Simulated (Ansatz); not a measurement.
Start from `CC(C)[O][Cd][NH2]` and change one atom or group to get `CC(C)O[SiH](F)F`.

Ansatz, PBE0-D4/def2-TZVP geometries, multiplicity 1. Each molecule was computed in one conformer, which needn't be the lowest.

Elements past krypton have def2 core potentials.

```
                                          property  `CC(C)[O][Cd][NH2]`
               LUMO energy (B3LYP/def2-TZVPP) / eV                -1.11
size of the dipole moment (ωB97M-V/def2-TZVPP) / D                 0.72
  size of the dipole moment (B3LYP/def2-TZVPP) / D                 0.71
                HOMO energy (PBE0/def2-TZVPP) / eV                -7.04
             HOMO–LUMO gap (B3LYP/def2-TZVPP) / eV                 5.70
               HOMO–LUMO gap (PBE/def2-TZVPP) / eV                 3.93
```

(1) What does the change do to each property? (Best estimate.)

Answers

(1) Computed: 
| property | `CC(C)O[SiH](F)F` | shift |
| --- | --- | --- |
| LUMO energy (B3LYP/def2-TZVPP) / eV | 0.55 | 1.66 |
| size of the dipole moment (ωB97M-V/def2-TZVPP) / D | 2.55 | 1.83 |
| size of the dipole moment (B3LYP/def2-TZVPP) / D | 2.56 | 1.85 |
| HOMO energy (PBE0/def2-TZVPP) / eV | -8.80 | -1.76 |
| HOMO–LUMO gap (B3LYP/def2-TZVPP) / eV | 9.11 | 3.41 |
| HOMO–LUMO gap (PBE/def2-TZVPP) / eV | 7.26 | 3.33 |

With PBE0 the HOMO falls by 1.76 eV and the LUMO rises by 1.64 eV, so the gap widens by about 3.40 eV. PBE moves the HOMO by -1.68 eV and ωB97M-V by -1.77 eV. Dipoles are sizes alone; their direction can turn.

B3LYP here is the variant with VWN-RPA as its local correlation; programs differ in this.
